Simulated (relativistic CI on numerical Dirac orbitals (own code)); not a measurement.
## Slater and spin-orbit integrals, Rh37+

Calculated at this level of theory: Dirac-Coulomb-Breit CI, separate exchange-only KLI orbitals for each configuration, QED by a radiative potential, unscaled Slater integrals (own radial code, finite nucleus).

Slater integrals F^k, G^k are unscaled and averaged over j, outside the closed core 1s2; ζ comes from projecting the Hamiltonian with its Breit term on Σ l·s of the shell.

- 2s²2p⁴: F^2(2p,2p) = 804550, ζ(2p) = 819470 cm⁻¹; <r>(2p) = 0.1182, <r^2>(2p) = 0.01693 (bohr units).
- 2s2p⁵: G^1(2s,2p) = 859660, ζ(2p) = 815280 cm⁻¹; <r>(2s) = 0.1367, <r^2>(2s) = 0.02197, <r>(2p) = 0.1184, <r^2>(2p) = 0.017 (bohr units).
- 2p⁵3s: ζ(2p) = 827220, G^1(2p,3s) = 84099 cm⁻¹; <r>(2p) = 0.1178, <r^2>(2p) = 0.01682, <r>(3s) = 0.3227, <r^2>(3s) = 0.1185 (bohr units).

Averages of the first 10 configurations, taken without configuration mixing, which lowers the lowest level and can move excited configurations by several eV; other configurations of the list can lie among them:

```csv
Configuration,Parity,States,Average energy above the lowest level (eV)
2s²2p⁴,even,15,107.4
2s2p⁵,odd,12,422.1
2p⁶,even,1,771.4
2p⁵3s,odd,12,3764.9
2p⁵3p,even,36,3850.2
2p⁵3d,odd,60,3940.2
2s²2p³3s,odd,40,3145.8
2s²2p³3p,even,120,3236.5
2s²2p³3d,odd,200,3327.0
2s2p⁴3s,even,60,3437.9
```
